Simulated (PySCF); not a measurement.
BO, SMILES [B]=O (connectivity only; charge and spin as stated), charge +1, multiplicity 1. Geometry: r2SCAN-D4/def2-TZVPD. The spin state was assumed, not searched.

TDDFT-ωB97X/def2-TZVPD in PySCF puts the lowest singlet excitations at 1.99, 1.99, 4.46, 8.13, 8.26, 8.26 eV and the lowest triplet (TDA) at 1.59 eV.

Question: What are the lowest singlet roots from PySCF with EOM-CCSD/aug-cc-pVDZ? (The exact figures need the calculation; the answer reports its results.)

Answer: 1.25, 1.25, 3.71, 8.40, 8.55, 8.55 eV; triplets 0.84, 0.84, 2.65 eV. S1 differs by -0.75 eV (second minus first; roots are paired by order, and the bases may differ).
